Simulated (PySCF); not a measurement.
Species: C₅H₆F₃O (doublet state).
Geometry (GFN2-xTB, Å), atoms numbered from 1 in this order:
```xyz
15
C5H6F3O angstrom
C      2.9217    0.7708    0.4930
C      2.0022    0.1058   -0.2027
O      0.8042   -0.1951    0.3532
C     -0.0984   -0.9789   -0.2556
F      0.0799   -1.1588   -1.5925
C     -1.5092   -0.8838    0.2104
C     -2.1233    0.5116   -0.0020
F     -3.3145    0.5960    0.6374
F     -2.3781    0.7365   -1.3084
H      2.7399    1.0708    1.5087
H      3.8647    1.0232    0.0496
H      2.1546   -0.2067   -1.2278
H     -2.1138   -1.6115   -0.3332
H     -1.5541   -1.0968    1.2797
H     -1.4805    1.3248    0.3684
```

The hyperfine couplings belong to this conformer and change with its torsions.

The species is `FC(C[C](F)OC=C)F` [radical].

Theory: UKS B3LYP, pcH-1 on C F H O, non-relativistic, mean-field spin-orbit, GIAO in PySCF. One conformer (not necessarily the lowest) at the GFN2-xTB geometry, without solvent, vibrations or thermal averaging. The geometry wasn't refined by DFT: couplings that depend on bond lengths, twists or pyramidal angles can differ widely from those at the functional's own minimum. No stability test was run, so a lower SCF solution isn't excluded.

(1) What is the g tensor, term by term?

(2) What are the electron Larmor frequencies g μB B/h along the three axes at 1200 mT?

(3) At 9.697 GHz, how far is the centre of the isotropic spectrum from where a free electron (g = 2.002319) resonates?

(4) In a frozen sample, at which fields do the three g values resonate at 9.5, 34, 94 and 263 GHz (hyperfine left aside), and which band first spreads them over more than twice a line width of 0.5 mT?

Results:

(1) 
```json
{"Δg (ppm)": "relativistic mass correction", "1": "-239", "2": "-239", "3": "-239"}
{"Δg (ppm)": "gauge correction", "1": "2", "2": "36", "3": "21"}
{"Δg (ppm)": "orbital Zeeman/spin–orbit", "1": "-115", "2": "1731", "3": "2485"}
{"Δg (ppm)": "total", "1": "-352", "2": "1528", "3": "2267"}
```

So g = 2.00197, 2.00385, 2.00459 and g_iso = 2.00347; the tensor is rhombic: the two nearest values differ by 28 % of g3 − g1. Axes: g2 points within 3° of the C1–H10 bond.

(2) 33.6240, 33.6556, 33.6680 GHz for g1, g2 and g3, a range of 44.0 MHz.

(3) B = hν/(g μB) with μB/h = 13.99624 MHz/mT gives 346.01 mT for the free electron and 345.81 mT at g_iso, 0.20 mT lower.

(4) 
```tsv
band	GHz	B(g3) mT	B(g2) mT	B(g1) mT	spread mT
X	9.5	338.60	338.73	339.04	0.44
Q	34.0	1211.83	1212.28	1213.42	1.59
W	94.0	3350.36	3351.60	3354.74	4.38
J	263.0	9373.88	9377.34	9386.14	12.26
```

The spread grows in proportion to the frequency. Q band is the first where it exceeds 1.0 mT.

The Mulliken spin populations are largest on C4 (+0.80), C1 (+0.12) and O3 (+0.07). C4 is the only atom above +0.15. The angles at C4 add up to 349.2°, so it is slightly pyramidal.

The HOMO–LUMO gaps are 5.23 eV among the α and 5.74 eV among the β orbitals.
